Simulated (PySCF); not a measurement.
**Correlation energy of Ga⁺ (gallium, charge +1)**

[Ar] 3d10 4s2, closed-shell 1S. Calculation: PySCF 2.14, in def2-SVP; no relativity, point nucleus. Frozen: [Ar] 3d10; 2 electrons correlated.

Total MP2 correlation energy: -24.49 mhartree.

Same-spin part 0.00 and opposite-spin part -24.49 mhartree; SCS-MP2 scales them by 1/3 and 6/5 to -29.39 mhartree.

With two correlated electrons CCSD is exact within the correlated space (frozen core and kept virtual orbitals).

| level | correlation energy (mhartree) |
| --- | --- |
| CCSD | -36.46 |

Diagnostics: T1 = 0.0069, D1 = 0.0098, largest double amplitude 0.103.

Cost of the coupled-cluster step: 0.05 s of wall time on 1 thread of Intel(R) Xeon(R) Platinum 8375C CPU @ 2.90GHz (shared host), for 2 correlated electrons.
